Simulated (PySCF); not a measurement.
Computed magnetic data of one metal complex (SC-NEVPT2 in the d shell, PySCF, with spin-orbit coupling):

```csv
T / K,χT / cm³ K mol⁻¹,μeff / μB
2,0.916,2.71
5,0.916,2.71
10,0.916,2.71
20,0.917,2.71
30,0.918,2.71
50,0.919,2.71
75,0.921,2.71
100,0.922,2.72
150,0.926,2.72
200,0.929,2.73
250,0.932,2.73
300,0.935,2.73
```

Powder magnetisation at 2 K: 0.40 μB at 0.5 T, 0.77 μB at 1 T, 1.31 μB at 2 T, 1.61 μB at 3 T, 1.83 μB at 5 T, 1.89 μB at 7 T.

Q: Which of these complexes, all computed at model or optimised geometries, gave the data?
A. [Nb(NH3)4]3+ (d2, tetrahedral)
B. [AgF4]- (d8, tetrahedral)
C. [Ni(NH3)5]2+ (d8, square pyramidal)
D. [V(SH)6]3- (d2, octahedral)

A: A. [Nb(NH3)4]3+ (d2, tetrahedral) has NEVPT2: 2S+1 = 3, 2.73 μB at 300 K, 2.71 μB at 10 K, 1.89 μB at 7 T. The others: [AgF4]- (d8, tetrahedral) has NEVPT2: 2S+1 = 3, 2.82 μB at 300 K, 0.53 μB at 10 K, 0.04 μB at 7 T; [V(SH)6]3- (d2, octahedral) has NEVPT2: 2S+1 = 3, 2.74 μB at 300 K, 1.22 μB at 10 K, 0.45 μB at 7 T; [Ni(NH3)5]2+ (d8, square pyramidal) has NEVPT2: 2S+1 = 3, 3.28 μB at 300 K, 2.74 μB at 10 K, 1.14 μB at 7 T.

The d shell alone is too small an active space for [Nb(NH3)4]3+ (an active orbital has only 0.64 squared overlap with the free ion's shell): its levels, fitted parameters, g values and moments show what this model gives and aren't sound predictions.

The d shell alone is too small an active space for [AgF4]- (an active orbital has only 0.67 squared overlap with the free ion's shell): its levels, fitted parameters, g values and moments show what this model gives and aren't sound predictions.

On [Nb(NH3)4]3+: The geometry is a model, and the complex may not exist in this form.
